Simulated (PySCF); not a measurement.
## SbI: one state, many levels of theory

State: ³Σ⁻ (triplet), unpaired electrons π ↑↑. Set-up: Sb def2-TZVPP with ECP28, I def2-TZVPP with ECP28; scalar-relativistic core potentials (PySCF 2.14). De refers to Sb + I in their high-spin ground configurations, without counterpoise correction. The functionals are run spin-unrestricted. A positive dipole means Sb(−)I(+).

```tsv
Level	Re (Å)	ωe (cm⁻¹)	De (eV)	μ (D)
UHF	2.722	203	1.06	-2.14
UHF-MP2	2.676	209	2.16	n/a
UHF-SCS-MP2	2.693	205	2.06	n/a
UHF-CCSD	2.694	207	1.95	n/a
UHF-CCSD(T)	2.698	204	2.10	n/a
PBE	2.705	202	2.60	-1.24
revPBE	2.719	198	2.38	-1.33
BP86	2.708	201	2.59	-1.25
r²SCAN	2.689	208	2.46	-1.33
PBE0	2.683	210	2.42	-1.44
B97-3	2.702	206	2.37	-1.53
CAM-B3LYP	2.687	209	2.28	-1.61
B2PLYP	2.698	205	2.31	-1.75
```

The bond length runs from 2.676 Å (UHF-MP2) to 2.722 Å (UHF). De spans 1.06 eV (UHF, mean field) to 2.60 eV (PBE, GGA). Correlation at CCSD(T) changes the Hartree–Fock bond energy by +1.04 eV; the triples alone change it by +0.15 eV.

Correlated steps freeze 8 core orbitals. Spin–orbit coupling is left out, which matters for elements this heavy, above all for dissociation energies. B2PLYP dipoles, levels and charges come from its SCF part alone. The state is the lowest determinant that a PBE0 search found; another state may lie lower at other levels.

The whole job (state search and all levels along the bond) took about 26 min on 2 threads of Arm Neoverse V2 (shared host), peak memory 3.3 GiB.
